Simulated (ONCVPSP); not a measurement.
## What one change does to a pseudopotential (Gd (Z = 64), ONCV)

gadolinium, optimised norm-conserving Vanderbilt (ONCV), made with ONCVPSP 4.0.1 (PBEsol, scalar-relativistic). Core [Kr] 4d10, reference 4f7 5s2 5p6 5d1 6s2. Waves: 5s+6s: rc 1.95 bohr, ncon 3, nbas 6, qcut 5 1/bohr, 2 projectors; 5p: rc 1.70 bohr, ncon 4, nbas 8, qcut 4.4 1/bohr, 2 projectors, debl 3.3 Ha; 5d: rc 2.15 bohr, ncon 3, nbas 8, qcut 3.9 1/bohr, 2 projectors, debl 3.3 Ha; 4f: rc 1.45 bohr, ncon 4, nbas 9, qcut 11.1 1/bohr, 2 projectors, debl 2.3 Ha. Local part: polynomial inside 1.20 bohr (lpopt 5, dvloc0 4 Ha). Core correction: Teter function, fcfact 5.5, rcfact 1.

Change: all radii but the core radius scaled by about 1.34 (s 2.60, p 2.28, d 2.88, f 1.94 bohr); local potential polynomial inside 1.60 bohr (lpopt 5, dvloc0 4 Ha).

Cutoffs: the cutoffs (Ha) at which the residual kinetic energy of the hardest occupied pseudo-wave falls to 1 and 0.1 mHa per electron; they do not see the model core or the augmentation charge, which bear on the density cutoff. Errors are all-electron minus pseudo energies relative to the spin-unpolarised reference configuration.

Predict the effect on cutoff, ghosts and configuration errors.

The potential gets softer (56 Ha and 70 Ha → 43 Ha and 48 Ha); the lowest positive-energy flag moves from s at 58.3 eV to none; of the 3 tests that both files solve, the error grows in 3 and shrinks in 0 by more than 15 % and 0.3 meV (median size 2.1 → 12.4 meV); neither file shows a bound ghost. A larger radius leaves more room for a smooth pseudo-wave, so fewer plane waves are needed. More of the atom is replaced by a form fitted at one configuration, so other configurations suffer.

| quantity | base | changed |
| --- | --- | --- |
| cutoff, loose | 56 Ha | 43 Ha |
| cutoff, tight | 70 Ha | 48 Ha |
| loose cutoff by channel | s 10 Ha, p 40 Ha, d 7.7 Ha, f 56 Ha | s 5.4 Ha, p 6.9 Ha, d 6.3 Ha, f 43 Ha |
| bound ghosts | none | none |
| GHOST(+) flags under 300 eV | s at 58.3 eV | none |
| tests counted as reliable (solved cleanly; for ONCVPSP, near-neutral configurations with less than one 5d electron left out) | 3 of 4 | 3 of 4 |
| error for 4f7 5s2 5p6 5d1 6s1, meV [ΔE 6.67 eV] | -2.1 | -2.7 |
| error for 4f7 5s2 5p6 5d1 6s0, meV [ΔE 18.72 eV] | -7.3 | -12 |
| error for 4f7 5s2 5p6 5d1 6s1 6p1, meV [ΔE 2.90 eV] | -0.4 | +29 |
| rms error of d²Exc/dni dnj with the model core, mHa | 4.27 | 4.66 |
